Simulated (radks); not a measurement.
Values are calculated unless marked as measured or tabulated.
Q: These are the eigenvalues of the occupied orbitals of an atom or ion with whole-number occupations (eV). Level of theory: scalar-relativistic Kohn-Sham, XLYP, spin-unpolarised, spherical densities, finite nucleus; Fermi nuclear charge, rms radius of each element as measured or else 0.836 A^(1/3) + 0.57 fm (a radial shooting solver on a logarithmic mesh with Libxc functionals).

1s: -803.7527
2s: -86.5737
2p: -69.3928
3s: -20.0926

Which element is it, and in what charge state? The configuration may be excited.

A: Z = 9, fluorine, charge +2: F2+ in 1s1 2s2 2p3 3s1. The list shows which subshells hold electrons but not how many an open one holds; the 1s level, -29.537 hartree, gives Z - s = 7.7 by -(Z - s)^2/2, which with screening and relativity narrows Z to a few neighbours, and the depths of the outer levels then fix element, charge and occupations together.
